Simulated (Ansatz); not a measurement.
System: GeH$_{2}$Br, charge 0, doublet. GeH2Br (SMILES [Br][GeH2], doublet).
B3LYP-D3(BJ)/def2-TZVP minimum from Ansatz (a quantum-chemistry and plane-wave program):
```
Ge
H 1 1.5513
H 1 1.5513 2 111.24
Br 1 2.3348 2 106.65 3 -115.93
```
Charge 0, spin multiplicity 2.

Total energies in cc-pVTZ, 13 correlated electrons, 28 frozen orbitals. Open shells are spin-unrestricted; no spin-orbit coupling. Cores are frozen in correlated methods (noble-gas shells, and filled d and f shells in the p block). No relativity. Spin-orbit terms, left out, reach several kcal/mol for Br and I, and more for heavier atoms.

```json
[
 {"method": "HF", "program": "Ansatz", "energy (Eh)": "-4649.04540", "minus CCSDT(Q) (mEh)": "304.05"},
 {"method": "MP2", "program": "Ansatz", "energy (Eh)": "-4649.30485", "minus CCSDT(Q) (mEh)": "44.60"},
 {"method": "CCSD", "program": "Ansatz", "energy (Eh)": "-4649.33707", "minus CCSDT(Q) (mEh)": "12.38"},
 {"method": "CCSD(T)", "program": "Ansatz", "energy (Eh)": "-4649.34793", "minus CCSDT(Q) (mEh)": "1.52"},
 {"method": "CCSDT(Q)", "program": "Ansatz", "energy (Eh)": "-4649.34945", "minus CCSDT(Q) (mEh)": "0.00"}
]
```

Rough core times of Ansatz's runs on a shared machine: CCSD(T) under 20 s, CCSDT(Q) 10 min.
